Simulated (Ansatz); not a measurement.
A run for Ansatz (a first-principles code): R-CCSD(T)/aug-cc-pVDZ on AsH3 (SMILES [AsH3]) with ghost functions, monomers drawn apart or pushed together. The run froze 14 orbitals, filled d shells among them.

Ansatz 0.2 input:
```yaml
crystal:
  periodic: [false, false, false]
  atoms:
    - {symbol: As, position_ang: [-0.01652219, -0.20099965, -0.24595522]}
    - {symbol: H, position_ang: [-1.13293795, 0.52466262, 0.49771225]}
    - {symbol: H, position_ang: [1.05462639, 0.42673172, 0.63978478]}
    - {symbol: H, position_ang: [-0.13015301, -1.42010948, 0.66334398]}
basis:
  gaussian:
    orbitals: aug-cc-pVDZ
    ghost_atoms:
      - {symbol: H, position_ang: [-0.22379099, 0.02756926, 3.69567855]}
      - {symbol: H, position_ang: [-0.19282363, -0.01092645, 2.95288958]}
magnetization: {spin_polarized: false}
correlation: {method: ccsd_t, electrons: outside_noble_gas}
scf: {lower_state_search: off}
```

Output:

```
WARN ansatz: RAYON_NUM_THREADS=1 ignored (pool sized by the plan → 1); use --threads N
Functional definition: HF
these checks for a lower state are left out or cut short: stability, starts, cluster_reference, orbital_swaps, neighbouring_geometries, increment
integrals: 0.08 GiB planned
841 factors; integrals over basis functions are off by at most 9.3e-4 eV
mean field: 0.16 GiB planned
mean field evaluation 1: about -60841.4709 eV, gradient 8.4e0 eV
mean field evaluation 2: about -60841.4709 eV, gradient 8.4e0 eV
mean field evaluation 4: about -60841.9408 eV, gradient 6.7e-1 eV
mean field evaluation 8: about -60841.9446 eV, gradient 2.7e-4 eV
mean field -60841.94457396 eV, -2235.9002229420 hartree, gradient 5.4e-7 eV, S^2 0.000000; 0 other end points of the search recorded, 0 dependent functions left out
14 core orbitals not correlated
reference -60841.94457396 eV, -2235.9002229420 hartree; 4, 4 occupied and 63, 63 virtual orbitals, 841 factors
second order -3.58339189 eV of doubles, -0.00000000 eV of singles
coupled cluster: 0.18 GiB planned
cycle   1  -4.14623898 eV  change   -5.6e-1 eV  update   5.8e-2
cycle   2  -4.34727679 eV  change   -2.0e-1 eV  update   2.0e-2
cycle   3  -4.35746274 eV  change   -1.0e-2 eV  update   5.4e-3
cycle   4  -4.35655944 eV  change    9.0e-4 eV  update   1.8e-3
cycle   5  -4.35622325 eV  change    3.4e-4 eV  update   5.4e-4
cycle   6  -4.35615976 eV  change    6.3e-5 eV  update   1.7e-4
cycle   7  -4.35616751 eV  change   -7.7e-6 eV  update   6.3e-5
cycle   8  -4.35617602 eV  change   -8.5e-6 eV  update   2.1e-5
cycle   9  -4.35617422 eV  change    1.8e-6 eV  update   6.4e-6
perturbative correction -0.11602005 eV, -0.0042636582 hartree
Total energy: -60846.41676824 eV, -2236.0645730502 hartree
Checks for a lower state left out: stability, starts, cluster_reference, orbital_swaps, neighbouring_geometries, increment
```

The run converged.

Cost: about 1.1 core-seconds (a rough figure).
